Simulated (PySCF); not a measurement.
Re (SMILES [Re]), sextet (core potentials on Re); SVWN5/def2-SVP (PySCF).

Here is a job for PySCF.
```python
from pyscf import gto, scf, dft

mol = gto.Mole()
mol.atom = '''
    Re    0.000000    0.000000    0.000000
'''
mol.basis = 'def2-svp'
mol.ecp = {'Re': 'def2-svp'}
mol.charge = 0
mol.spin = 5
mol.verbose = 4
mol.build()

mf = dft.UKS(mol)
mf.xc = 'lda,vwn'
mf.init_guess = 'mod_huckel'
mf.kernel()
```

The log (banner, timings and long lists left out):

```
PySCF version 2.14.0

[INPUT] verbose = 4
[INPUT] num. atoms = 1
[INPUT] num. electrons = 15
[INPUT] charge = 0
[INPUT] spin (= nelec alpha-beta = 2S) = 5
[INPUT] symmetry False subgroup None
[INPUT] Mole.unit = angstrom
[INPUT] Symbol           X                Y                Z      unit          X                Y                Z       unit  Magmom
[INPUT]  1 Re     0.000000000000   0.000000000000   0.000000000000 AA    0.000000000000   0.000000000000   0.000000000000 Bohr   0.0

nuclear repulsion = 0
number of shells = 12
number of NR pGTOs = 57
number of NR cGTOs = 32
basis = def2-svp
ecp = {'Re': 'def2-svp'}

******** <class 'pyscf.dft.uks.UKS'> ********
method = UKS
initial guess = mod_huckel
damping factor = 0
level_shift factor = 0
DIIS = <class 'pyscf.scf.diis.CDIIS'>
diis_start_cycle = 1
diis_space = 8
diis_damp = 0
SCF conv_tol = 1e-09
SCF conv_tol_grad = None
SCF max_cycles = 50
direct_scf = True
direct_scf_tol = 1e-13
number electrons alpha = 10  beta = 5
XC library pyscf.dft.libxc version 7.1.2
    S. Lehtola, C. Steigemann, M. J. T. Oliveira, and M. A. L. Marques,  SoftwareX 7, 1–5 (2018)
XC functionals = lda,vwn
    P. A. M. Dirac,  Math. Proc. Cambridge Philos. Soc. 26, 376 (1930)
    F. Bloch,  Z. Phys. 57, 545 (1929)
    S. H. Vosko, L. Wilk, and M. Nusair,  Can. J. Phys. 58, 1200 (1980)
radial grids:
    Treutler-Ahlrichs [JCP 102, 346 (1995); DOI:10.1063/1.469408] (M4) radial grids

becke partition: Becke, JCP 88, 2547 (1988); DOI:10.1063/1.454033
pruning grids: <function nwchem_prune>
grids dens level: 3
symmetrized grids: False
atomic radii adjust function: <function treutler_atomic_radii_adjust>
small_rho_cutoff = 0
Set gradient conv threshold to 3.16228e-05
Initial guess from on-the-fly Huckel, doi:10.1021/acs.jctc.8b01089,
employing the updated GWH rule from doi:10.1021/ja00480a005.
Spherically averaged atomic HF for {'Re'}

******** <class 'pyscf.scf.atom_hf.AtomSphAverageRHF'> ********
method = AtomSphAverageRHF
initial guess = minao
damping factor = 0
level_shift factor = 0
DIIS = <class 'pyscf.scf.diis.CDIIS'>
diis_start_cycle = 1
diis_space = 8
diis_damp = 0
SCF conv_tol = 1e-09
SCF conv_tol_grad = None
SCF max_cycles = 50
direct_scf = True
direct_scf_tol = 1e-13
atom = Re
Set gradient conv threshold to 3.16228e-05
Initial guess from minao.
init E= -64.8917332993922
cycle= 1 E= -76.7125616583154  delta_E= -11.8  |g|=    0  |ddm|= 7.75
cycle= 2 E= -76.7372831159164  delta_E= -0.0247  |g|=    0  |ddm|= 1.01
cycle= 3 E= -76.7983679450061  delta_E= -0.0611  |g|=    0  |ddm|= 0.529
cycle= 4 E= -76.7994190553104  delta_E= -0.00105  |g|=    0  |ddm|= 0.0648
cycle= 5 E= -76.7994258944026  delta_E= -6.84e-06  |g|=    0  |ddm|= 0.00623
cycle= 6 E= -76.7994258952817  delta_E= -8.79e-10  |g|=    0  |ddm|= 0.000246
Extra cycle  E= -76.7994258953627  delta_E= -8.1e-11  |g|=    0  |ddm|= 5.48e-05
Atomic HF for atom  Re  converged. SCF energy = -76.7994258953627

Traceback (most recent call last):
  File "input.py", line 17, in <module>
  File "<string>", line 2, in kernel
  File "site-packages/pyscf/scf/hf.py", line 2099, in scf
  File "site-packages/pyscf/scf/hf.py", line 127, in kernel
  File "site-packages/pyscf/scf/uhf.py", line 931, in get_init_guess
  File "site-packages/pyscf/scf/hf.py", line 2028, in get_init_guess
  File "site-packages/pyscf/scf/uhf.py", line 985, in init_guess_by_mod_huckel
  File "site-packages/pyscf/scf/uhf.py", line 381, in get_occ
RuntimeError: Failed to assign mo_occ. nelec (10, 5) > Nmo (9)
```

The program stopped with an error.
